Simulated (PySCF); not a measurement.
The multiplicity is imposed and other spin states were not computed.

B3LYP has the VWN-RPA correlation part, as in Gaussian. 

Cartesian coordinates (Å):
```xyz
11

Cd    -0.0886     0.1209     0.3794
F      1.3959    -0.9737     0.9878
N     -1.6328     1.3517    -0.0391
C     -2.9367     0.7377    -0.2388
C     -1.3817     2.4332    -0.9796
H     -3.7364     1.5060    -0.0952
H     -3.1015     0.2981    -1.2583
H     -3.1211    -0.0634     0.5078
H     -1.4152     2.1365    -2.0615
H     -2.1561     3.2291    -0.8479
H     -0.3957     2.9078    -0.7903
```
Charge 0, spin multiplicity 1.

Task: Estimate the total energy, LUMO and charge on the central atom (Mulliken) that B3LYP-D3(BJ)/def2-TZVP // BP86-D3(BJ)/def2-SVP run with PySCF 2.14.0 returns for this input.

Result: 
The total energy is -10948.42 eV. The LUMO is -1.79 eV. The charge on the central atom (Mulliken) is 0.82 e.
